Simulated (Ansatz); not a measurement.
Total energies of C3H5BF2, SMILES `FB(F)C1CC1`.

Cartesian coordinates in Å:
```
F 1.313 -0.978 1.524
B 1.443 0.049 0.692
F 2.605 0.681 0.725
C 0.305 0.463 -0.245
C -1.129 0.283 0.227
C -0.599 -0.620 -0.813
H 0.482 1.312 -0.894
H -1.279 -0.114 1.223
H -1.831 1.053 -0.066
H -0.929 -0.483 -1.835
H -0.381 -1.645 -0.538
```

The species carries charge 0 and has multiplicity 1. The structure was optimised at the PBE0-D4/def2-TZVP level. It is one conformer, not always the lowest. Basis def2-TZVPP, Ansatz.

RPA on PBE orbitals: Hartree–Fock energy of these orbitals -340.27112 Eh, correlation -1.70774 Eh (frozen core).

```
functional  energy without D4 (Eh)  D4 term (kJ/mol)
   r2SCANh              -341.92954              -4.9
  PBE-QIDH              -341.70375                 –
```

Give the same for LDA (SPW92), PBE, revPBE, BLYP, r2SCAN, B97M-V, PBE0, B3LYP, r2SCAN0, HSE06 (plane-wave form), BHLYP, CAM-B3LYP, LC-ωPBE, ωB97X-V, ωB97M-V, B2PLYP. (Estimate.)

Ansatz gave: 
| functional | energy without D4 (Eh) | D4 term (kJ/mol) |
| --- | --- | --- |
| LDA (SPW92) | -339.47023 | – |
| PBE | -341.72031 | -19.0 |
| revPBE | -341.99663 | -65.9 |
| BLYP | -342.02153 | -42.9 |
| r2SCAN | -341.94423 | -4.7 |
| B97M-V | -342.06088 | – |
| PBE0 | -341.74582 | -15.8 |
| B3LYP | -342.12135 | -30.4 |
| r2SCAN0 | -341.90872 | -5.4 |
| HSE06 (plane-wave form) | -341.72896 | -14.6 |
| BHLYP | -341.95860 | -21.0 |
| CAM-B3LYP | -341.98753 | -15.7 |
| LC-ωPBE | -341.91055 | – |
| ωB97X-V | -342.00959 | – |
| ωB97M-V | -341.99970 | – |
| B2PLYP | -341.87562 | – |

B3LYP takes the VWN-RPA correlation (the form of Gaussian; ORCA's B3LYP/G). HSE06 is the plane-wave form, built on full-range PBE exchange. The double hybrids freeze the cores in their second-order part.

LC-ωPBE has ω = 0.4 bohr⁻¹.
